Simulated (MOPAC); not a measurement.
MOPAC input (PM7):

```
PM7 PRECISE GNORM=0.05 LET XYZ UHF MS=0.5 GEO-OK AUX(PRECISION=9) THREADS=1
C2H6FGe

C     1.55113000 1   -0.96590700 1   -0.41447600 1
Ge    0.06538500 1    0.12065400 1    0.31379200 1
C    -1.68233000 1   -0.80132500 1    0.19599800 1
F    -0.08396000 1    1.46185100 1   -0.83881600 1
H     1.68316400 1   -1.86705000 1    0.18386700 1
H     2.47540300 1   -0.39188700 1   -0.41598800 1
H     1.29311100 1   -1.23963400 1   -1.43958200 1
H    -2.48279200 1   -0.13951600 1    0.52011400 1
H    -1.67538400 1   -1.69610100 1    0.81795700 1
H    -1.84297700 1   -1.08000800 1   -0.84749200 1
```

From the output:

```
                                                       MOPAC v23.2.5 Linux

          FINAL HEAT OF FORMATION =        -59.88693 KCAL/MOL =    -250.56690 KJ/MOL

          COSMO AREA              =        114.14 SQUARE ANGSTROMS
          COSMO VOLUME            =        102.15 CUBIC ANGSTROMS

          GRADIENT NORM           =          0.03514          =       0.01111 PER ATOM
          IONIZATION POTENTIAL    =          8.181652 EV
          ALPHA SOMO LUMO (EV)    =         -8.182 -0.560
          BETA  SOMO LUMO (EV)    =        -10.772 -1.831
          NO. OF ALPHA ELECTRONS  =         13
          NO. OF BETA  ELECTRONS  =         12
          MOLECULAR WEIGHT        =        121.6578         POINT GROUP:  Cs

          MOLECULAR DIMENSIONS (Angstroms)

            Atom       Atom       Distance
            H     8    H     6     4.87588
            H     5    F     4     3.23837
            H     7    H     6     1.54159

          SCF CALCULATIONS        =         29

   ATOM   CHEMICAL          X               Y               Z
  NUMBER   SYMBOL      (ANGSTROMS)     (ANGSTROMS)     (ANGSTROMS)

     1       C          1.59095373  *  -0.91961787  *  -0.33551678  *
     2      Ge         -0.02501385  *   0.03869602  *  -0.14292959  *
     3       C         -1.68598387  *  -0.75282411  *   0.28314580  *
     4       F          0.00885508  *   1.44652201  *  -0.34312558  *
     5       H          1.67036832  *  -1.68653574  *   0.43693255  *
     6       H          2.42793707  *  -0.22186890  *  -0.23768606  *
     7       H          1.63074301  *  -1.38073523  *  -1.32546623  *
     8       H         -2.35732476  *   0.02167667  *   0.66571624  *
     9       H         -1.55381115  *  -1.52242314  *   1.04566445  *
    10       H         -2.12804299  *  -1.18944195  *  -0.61581188  *

                             CARTESIAN COORDINATES

   1    C        1.590953729    -0.919617868    -0.335516778
   2   Ge       -0.025013845     0.038696021    -0.142929590
   3    C       -1.685983870    -0.752824109     0.283145797
   4    F        0.008855077     1.446522005    -0.343125581
   5    H        1.670368319    -1.686535741     0.436932555
   6    H        2.427937073    -0.221868901    -0.237686060
   7    H        1.630743006    -1.380735231    -1.325466227
   8    H       -2.357324757     0.021676667     0.665716236
   9    H       -1.553811147    -1.522423143     1.045664447
  10    H       -2.128042988    -1.189441951    -0.615811881

           Empirical Formula: C2 H6 Ge F  =    10 atoms

      MOLECULAR POINT GROUP   :   Cs

          ALPHA EIGENVALUES
 -39.44391 -24.90801 -24.78385 -17.74599 -15.90834 -15.58800 -14.45030 -14.29364
 -14.02953 -13.88869 -12.01727 -10.74887  -8.18165  -0.56019   0.40922   2.16239
   5.52450   5.53520   5.58011   5.58071   6.69167   6.74453

           BETA EIGENVALUES
 -39.31527 -24.86931 -24.72213 -17.55080 -15.61105 -15.50785 -14.41217 -14.12561
 -13.94176 -13.84488 -12.04994 -10.77229  -1.83092  -0.25071   0.55749   2.40089
   5.53241   5.54117   5.58625   5.58694   6.69773   6.74954

              NET ATOMIC CHARGES AND DIPOLE CONTRIBUTIONS

  ATOM NO.   TYPE          CHARGE      No. of ELECS.   s-Pop       p-Pop
    1          C          -0.531804        4.5318     1.03974     3.49207
    2         Ge           0.433283        3.5667     1.01197     2.55475
    3          C          -0.531797        4.5318     1.03973     3.49206
    4          F          -0.426770        7.4268     1.91768     5.50909
    5          H           0.170861        0.8291     0.82914
    6          H           0.181648        0.8184     0.81835
    7          H           0.176039        0.8240     0.82396
    8          H           0.181643        0.8184     0.81836
    9          H           0.170862        0.8291     0.82914
   10          H           0.176036        0.8240     0.82396
 DIPOLE           X         Y         Z       TOTAL
 POINT-CHG.    -0.091    -3.594     0.488     3.628
 HYBRID         0.020     0.791    -0.108     0.799
 SUM           -0.071    -2.803     0.380     2.830

          ATOMIC ORBITAL ELECTRON POPULATIONS

     Atom    s        px        py        pz
    1  C   1.03974   1.13859   1.16998   1.18350
    2 Ge   1.01197   0.94117   0.51898   1.09460
    3  C   1.03973   1.13249   1.17781   1.18176
    4  F   1.91768   1.96063   1.61960   1.92885
    5  H   0.82914
    6  H   0.81835
    7  H   0.82396
    8  H   0.81836
    9  H   0.82914
   10  H   0.82396

                    (SZ)    =    0.500000
                    (S**2)  =    0.755641

          ATOMIC ORBITAL SPIN POPULATIONS

    Atom   Total    s     px     py     pz
         Atomic
    1  C -0.0431 -0.006 -0.031 -0.013  0.006
    2 Ge  0.9946  0.034  0.078  0.041  0.842
    3  C -0.0431 -0.006 -0.034 -0.009  0.006
    4  F  0.0491  0.001  0.004 -0.017  0.062
    5  H  0.0060  0.006
    6  H  0.0029  0.003
    7  H  0.0123  0.012
    8  H  0.0029  0.003
    9  H  0.0060  0.006
   10  H  0.0123  0.012

 **********************
 *                    *
 * JOB ENDED NORMALLY *
 *                    *
 **********************

 == MOPAC DONE ==
```

The geometry given is a B3LYP-D3(BJ)/def2-TZVP minimum.
